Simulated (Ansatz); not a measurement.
Geometry optimisation, RKS BHLYP/def2-SVP in Ansatz 0.2.0.

The input (input.yaml):

```yaml
crystal:
  periodic: [false, false, false]
  atoms:
    - { symbol: B, position_ang: [-1.37069, 0.57242, -0.114894] }
    - { symbol: F, position_ang: [-1.38082, -2.134088, -0.00956] }
    - { symbol: H, position_ang: [-2.297021, 0.74505, 0.617669] }
    - { symbol: H, position_ang: [-1.475544, 0.612588, -1.308854] }
    - { symbol: H, position_ang: [-0.799496, -1.79452, 0.594637] }
    - { symbol: O, position_ang: [-0.102285, 0.359449, 0.49458] }
    - { symbol: Si, position_ang: [1.497149, 0.410738, 0.01979] }
    - { symbol: H, position_ang: [2.223583, -0.604957, 0.818693] }
    - { symbol: H, position_ang: [1.645593, 0.084715, -1.417091] }
    - { symbol: H, position_ang: [2.059532, 1.748505, 0.304929] }
basis:
  gaussian: { orbitals: def2-SVP }
hamiltonian:
  xc: { name: BHLYP }
relax:
  f_tol: 0.03
  max_steps: 50
```

Run as:

```bash
$ ansatz run input.yaml --threads 2 --pin off --max-ram 3072MiB --backend cpu --events-out ev --progress --plain --runs-dir out
```

**Question.** Where does it end, and by what steps?

**Answer.** It converged. After 30 steps the energy has fallen by 0.261 eV; H4 moved furthest, 1.83 Å.

```json
{"step": "0", "energy less start (eV)": "0.0000", "largest force component (eV/Å)": "2.124", "accepted": "yes"}
{"step": "2", "energy less start (eV)": "-0.0779", "largest force component (eV/Å)": "1.514", "accepted": "no"}
{"step": "4", "energy less start (eV)": "-0.1335", "largest force component (eV/Å)": "0.452", "accepted": "yes"}
{"step": "6", "energy less start (eV)": "-0.1475", "largest force component (eV/Å)": "0.989", "accepted": "no"}
{"step": "8", "energy less start (eV)": "-0.1659", "largest force component (eV/Å)": "0.331", "accepted": "yes"}
{"step": "10", "energy less start (eV)": "-0.1733", "largest force component (eV/Å)": "0.144", "accepted": "yes"}
{"step": "12", "energy less start (eV)": "-0.1582", "largest force component (eV/Å)": "1.171", "accepted": "no"}
{"step": "14", "energy less start (eV)": "-0.1936", "largest force component (eV/Å)": "0.092", "accepted": "yes"}
{"step": "16", "energy less start (eV)": "-0.2012", "largest force component (eV/Å)": "0.246", "accepted": "yes"}
{"step": "18", "energy less start (eV)": "-0.2288", "largest force component (eV/Å)": "0.130", "accepted": "yes"}
{"step": "20", "energy less start (eV)": "-0.2343", "largest force component (eV/Å)": "0.130", "accepted": "yes"}
{"step": "22", "energy less start (eV)": "-0.2413", "largest force component (eV/Å)": "0.332", "accepted": "yes"}
{"step": "24", "energy less start (eV)": "-0.2582", "largest force component (eV/Å)": "0.038", "accepted": "yes"}
{"step": "26", "energy less start (eV)": "-0.2589", "largest force component (eV/Å)": "0.066", "accepted": "yes"}
{"step": "28", "energy less start (eV)": "-0.2603", "largest force component (eV/Å)": "0.058", "accepted": "yes"}
{"step": "30", "energy less start (eV)": "-0.2607", "largest force component (eV/Å)": "0.006", "accepted": "yes"}
```

```xyz
10
Properties=species:S:1:pos:R:3
B -1.403 0.946 -0.060
F -0.272 -2.540 0.462
H -2.535 0.578 0.091
H -1.132 2.095 -0.286
H -0.635 -1.699 0.347
O -0.421 0.028 0.030
Si 1.265 0.125 -0.117
H 1.849 -0.331 1.154
H 1.666 -0.738 -1.239
H 1.616 1.535 -0.383
```

Whether the end is a true minimum wasn't checked by a vibrational analysis.

Time of the run: 56 s on 2 threads of Arm Neoverse V2, with other jobs on the host, peak memory 0.17 GiB.
